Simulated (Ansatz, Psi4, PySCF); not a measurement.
Molecule: methanedithione, CS$_{2}$, net charge 0, singlet state. SMILES: [S+]#C[S-]
Coordinates optimised at B3LYP-D3(BJ)/def2-TZVP (Ansatz, an electronic-structure program):
```xyz
3

S      0.0000     0.0000    -1.5527
C      0.0000     0.0000     0.0000
S      0.0000     0.0000     1.5527
```

Quantity: vertical triplet-singlet gap, E(triplet) - E(singlet), in eV. Conventions: dispersion terms only where a functional's name holds one; frozen cores in correlated levels; six Cartesian d functions in 6-31G* and its kin unless marked 5d; 6-311+G** with 5d, 6d on Na to Ar in Ansatz; UHF or UKS for open shells; each state is the SCF solution reached for its charge and spin; non-relativistic; spin-orbit terms left out. First-principles rows: single points at B3LYP-D3(BJ) geometries (Ansatz). Levels can end on unlike triplets.

```csv
level,program,"vertical triplet-singlet gap, E(triplet) - E(singlet) (eV)"
HF/6-31G*,Ansatz,2.75
HF/6-311+G**,Ansatz,2.73
PBE/6-31G*,Ansatz,3.63
B3LYP/3-21G,Ansatz,3.75
B3LYP/6-31G*,Ansatz,3.53
B3LYP/6-311+G**,Ansatz,3.48
M06-2X/6-31G* (5d),PySCF,3.69
wB97X-D/6-31G*,Psi4,3.85
MP2/6-31G*,Ansatz,4.11
MP2/6-311+G**,Ansatz,4.05
B3LYP/def2-TZVPD,Ansatz,3.33
```

No value to compare with is used here. The 10 habitual levels span 2.73 (HF/6-311+G**) to 4.11 eV (MP2/6-31G*); B3LYP/def2-TZVPD gives 3.33.

The levels are drawn from those run, B3LYP/6-31G* more often than the rest, none by its result; left out are runs that failed, that the program found above a lower state of the same kind, or whose <S^2> lies over 0.5 above the pure value.
